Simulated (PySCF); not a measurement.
Members of one series of related molecules.

All values: PBE0/pcSseg-1 (PySCF) at GFN2-xTB geometries, gas phase, one conformer each.

(1) Rank by the lowest IAO charge on any atom, highest value first.
A. `O=C[C@H]1C[SiH2]N([SiH3])[SiH2]O1`
B. `O([C@H](C=O)C)[SiH2]P([SiH3])[SiH3]`
C. `C[C@H](C=O)O[SiH2]N(C)[SiH3]`
D. `C[C@H](C=O)O[SiH2]N[SiH3]`
E. `O=C[C@@H]1C[Si@@H](N([SiH3])[SiH3])O1`

(2) Rank by dipole moment, highest first.
A. `[O:1]=[CH:2][C@@H:3]1[CH2:4][Si@@H:5]([N:6]([SiH3:7])[SiH3:8])[O:9]1` with O1–C2–C3–C4 -96°, C4–Si5–N6–Si7 73°
B. `[CH3:1][C@:2]1([CH:3]=[O:4])[O:5][SiH2:6][N:7]([SiH3:8])[SiH2:9]1` with C1–C2–C3–O4 41°
C. `[CH3:1][C@@H:2]([CH:3]=[O:4])[O:5][SiH2:6][P:7]([SiH3:8])[SiH3:9]` with C1–C2–C3–O4 116°, C1–C2–O5–Si6 -109°, C2–O5–Si6–P7 175°, O5–Si6–P7–Si8 -65°
D. `[O:1]=[CH:2][C@H:3]1[CH2:4][SiH2:5][N:6]([SiH3:7])[SiH2:8][O:9]1` with O1–C2–C3–C4 82°, C2–C3–C4–Si5 -179°, C3–C4–Si5–N6 -46°, C4–Si5–N6–Si7 -166°, Si5–N6–Si8–O9 -18°
E. `[O:1]=[CH:2][C@H:3]([SiH3:4])[O:5][SiH2:6][N:7]([SiH3:8])[SiH3:9]` with O1–C2–C3–Si4 111°, C2–C3–O5–Si6 -15°, C3–O5–Si6–N7 91°, O5–Si6–N7–Si8 -1°
F. `[CH3:1][C@H:2]([CH:3]=[O:4])[O:5][SiH2:6][NH:7][SiH3:8]` with C1–C2–C3–O4 -115°, C1–C2–O5–Si6 105°, C2–O5–Si6–N7 -167°, O5–Si6–N7–Si8 -170°

(3) Rank by the highest IAO charge on any atom, lowest value first.
A. `C[C@@H](C=O)O[SiH2]P([SiH3])[SiH3]`
B. `C=C(C=O)O[SiH2]N([SiH3])[SiH3]`
C. `C[C@]1(C=O)O[SiH2]N([SiH3])[SiH2]1`
D. `O=C[C@@H]1C[Si@@H](N([SiH3])[SiH3])O1`

## Answers

(1) B (-0.630 e), C (-0.790 e), D (-0.970 e), E (-1.038 e), A (-1.054 e).

(2) C (4.35 D), F (4.06 D), A (3.62 D), E (3.24 D), B (2.98 D), D (2.67 D).

(3) A (+0.836 e), B (+1.098 e), C (+1.124 e), D (+1.219 e).

All values together:

```
                                SMILES      formula  μ (D)  HOMO (eV)  LUMO (eV)  lowest IAO charge (e)  highest IAO charge (e)  lowest Hirshfeld charge (e)  highest Hirshfeld charge (e)
        C=C(C=O)O[SiH2]N([SiH3])[SiH3]  C3H11NO2Si3   3.10      -7.21      -2.34             -1.060 (N)             +1.098 (Si)                   -0.356 (N)                   +0.386 (Si)
 O=C[C@@H]1C[Si@@H](N([SiH3])[SiH3])O1  C3H11NO2Si3   3.62      -7.41      -0.92             -1.038 (N)             +1.219 (Si)                   -0.344 (N)                   +0.446 (Si)
    C[C@@H](C=O)O[SiH2]P([SiH3])[SiH3]  C3H13O2PSi3   4.35      -6.75      -1.48             -0.630 (O)             +0.836 (Si)                   -0.208 (O)                   +0.301 (Si)
O=C[C@H]([SiH3])O[SiH2]N([SiH3])[SiH3]  C2H13NO2Si4   3.24      -7.20      -1.32             -1.049 (N)             +1.087 (Si)                   -0.349 (N)                   +0.380 (Si)
          C[C@H](C=O)O[SiH2]N(C)[SiH3]  C4H13NO2Si2   4.05      -6.49      -1.30             -0.790 (N)             +1.086 (Si)                   -0.270 (N)                   +0.373 (Si)
             C[C@H](C=O)O[SiH2]N[SiH3]  C3H11NO2Si2   4.06      -6.90      -1.29             -0.970 (N)             +1.108 (Si)                   -0.345 (N)                   +0.381 (Si)
    C[C@]1(C=O)O[SiH2]N([SiH3])[SiH2]1  C3H11NO2Si3   2.98      -7.31      -0.89             -1.049 (N)             +1.124 (Si)                   -0.355 (N)                   +0.431 (Si)
     O=C[C@H]1C[SiH2]N([SiH3])[SiH2]O1  C3H11NO2Si3   2.67      -7.46      -0.97             -1.054 (N)             +1.113 (Si)                   -0.352 (N)                   +0.419 (Si)
```

Conformers: `[CH2:1]=[C:2]([CH:3]=[O:4])[O:5][SiH2:6][N:7]([SiH3:8])[SiH3:9]` with C1–C2–C3–O4 180°, C1–C2–O5–Si6 180°, C2–O5–Si6–N7 -179°, O5–Si6–N7–Si8 179°; `[O:1]=[CH:2][C@@H:3]1[CH2:4][Si@@H:5]([N:6]([SiH3:7])[SiH3:8])[O:9]1` with O1–C2–C3–C4 -96°, C4–Si5–N6–Si7 73°; `[CH3:1][C@@H:2]([CH:3]=[O:4])[O:5][SiH2:6][P:7]([SiH3:8])[SiH3:9]` with C1–C2–C3–O4 116°, C1–C2–O5–Si6 -109°, C2–O5–Si6–P7 175°, O5–Si6–P7–Si8 -65°; `[O:1]=[CH:2][C@H:3]([SiH3:4])[O:5][SiH2:6][N:7]([SiH3:8])[SiH3:9]` with O1–C2–C3–Si4 111°, C2–C3–O5–Si6 -15°, C3–O5–Si6–N7 91°, O5–Si6–N7–Si8 -1°; `[CH3:1][C@H:2]([CH:3]=[O:4])[O:5][SiH2:6][N:7]([CH3:8])[SiH3:9]` with C1–C2–C3–O4 -117°, C1–C2–O5–Si6 108°, C2–O5–Si6–N7 -173°, O5–Si6–N7–C8 35°; `[CH3:1][C@H:2]([CH:3]=[O:4])[O:5][SiH2:6][NH:7][SiH3:8]` with C1–C2–C3–O4 -115°, C1–C2–O5–Si6 105°, C2–O5–Si6–N7 -167°, O5–Si6–N7–Si8 -170°; `[CH3:1][C@:2]1([CH:3]=[O:4])[O:5][SiH2:6][N:7]([SiH3:8])[SiH2:9]1` with C1–C2–C3–O4 41°; `[O:1]=[CH:2][C@H:3]1[CH2:4][SiH2:5][N:6]([SiH3:7])[SiH2:8][O:9]1` with O1–C2–C3–C4 82°, C2–C3–C4–Si5 -179°, C3–C4–Si5–N6 -46°, C4–Si5–N6–Si7 -166°, Si5–N6–Si8–O9 -18°.
